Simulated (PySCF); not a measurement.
Work out the structure from these simulated measurements.

Formula: AlBrCl2.

| Item | Value |
| --- | --- |
| UV, first state | lowest singlet excitation: 6.42 eV (193 nm, f = 0.012) [TDDFT wB97X-D/def2-SVPD] |
| UV, strongest line | among the 15 lowest singlet transitions: S9 at 7.54 eV (164 nm, f = 0.214) [TDDFT wB97X-D/def2-SVPD] |
| Triplet | lowest triplet excitation (Tamm–Dancoff): 6.13 eV [TDA wB97X-D/def2-SVPD] |
| Rotational structure | rotational constants A, B, C: 2.245, 1.230, 0.795 GHz [PBE0-D3(BJ)/def2-SVP] |
| Polarisability | 70.0 au [wB97X-D/def2-SVPD] |
| NMR, other nuclei | isotropic shieldings of nuclei other than C and H, by class: 387 (1 Al), 881 (2 Cl), 2582 (1 Br) ppm [GIAO B3LYP/pcSseg-1 (pcSseg-2 on Al)] |
| Dipole | 0.34 D [wB97X-D/def2-SVPD] |
| XPS | Cl2p3/2 206.4 (×2), Al1s 1569.6, Cl1s 2829.0 (×2) eV [ΔSCF SCAN, pcX-2 on the ionised atom, pcseg-1 elsewhere, spin-free X2C, 2p3/2 from a spin–orbit splitting computed afterwards within the 2p shell] |

The electronic properties come from PySCF, for the isolated species, density fitting. Levels stand in brackets. Isolated species at its PBE0-D3(BJ)/def2-SVP geometry, gas phase. The calculation (core ionisation apart) is non-relativistic and has no spin–orbit coupling, an omission that weighs most on bromine. NMR classes are plain means over equivalent atoms (diastereotopic ones count apart unless rotation or inversion swaps them), as if these changed places fast.

Q: What is the compound? Reason from the data.

A: The other shieldings belong to: 387 ppm, aluminium bonded to Br and 2 Cl; 881 ppm, chlorine bonded to Al; 2582 ppm, bromine bonded to Al. The core levels belong to: Cl2p3/2 206.4 eV, chlorine bonded to Al; Al1s 1569.6 eV, aluminium bonded to Br and 2 Cl; Cl1s 2829.0 eV, chlorine bonded to Al. No core level of Br was computed. The optimised geometry has point group C2v and is an asymmetric top. Structure: `[Cl][Al]([Cl])[Br]` (AlCl2Br). The assignments are read from this structure; whether some other isomer fits the data as well wasn't checked.
